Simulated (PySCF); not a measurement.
C8H8.
Atom-mapped SMILES: `[CH2:1]=[CH:2][c:3]1[cH:4][cH:5][cH:6][cH:7][cH:8]1` (hydrogens: H9, H10 on C1; H11 on C2; H12 on C4; H13 on C5; H14 on C6; H15 on C7; H16 on C8)

Structure optimised with GFN2-xTB, isolated species.

**Question.** What internal coordinates does the optimisation give?

**Answer.** 
```csv
bond,length (Å),order
C1=C2,1.328,double
C2–C3,1.458,single
"C3–C4, C3–C8",1.396,aromatic
"C4–C5, C7–C8",1.381,aromatic
"C5–C6, C6–C7",1.385,aromatic
C1–H9,1.077,single
C1–H10,1.076,single
C2–H11,1.084,single
"C4–H12, C8–H16",1.080,single
"C5–H13, C7–H15",1.080,single
C6–H14,1.080,single
```

Bonds in one row agree within 0.01 Å and their mean is given. Orders are formal, as drawn. A selection of angles:
```csv
angle,degrees
C1–C2–C3,126.9
C2–C3–C4,123.2
C2–C3–C8,118.7
C4–C3–C8,118.1
C3–C4–C5,120.7
C4–C5–C6,120.4
C5–C6–C7,119.5
```

Torsions: C1–C2–C3–C4 0° (synperiplanar).

Of the pairs four or more bonds apart, H10···H12 is among the closest relative to their van der Waals radii: 2.16 Å, 90 % of the sum of Bondi's values. The C–C distances run from 1.328 Å (C1=C2, drawn double) to 1.458 Å (C2–C3, drawn single), a spread of 0.130 Å. The 8 heavy atoms lie in one plane (0.000 Å rms). The 6-membered ring C3–C4–C5–C6–C7–C8 has internal angles of 118.1° to 121.1°; it is planar, 0.00 Å rms from its mean plane, widest ring torsion 0°.

Point group: Cs (tolerance 0.08 Å). Not checked by GFN2-xTB frequencies. The numbers are those of one conformer.

The numbers are calculated, not measured.
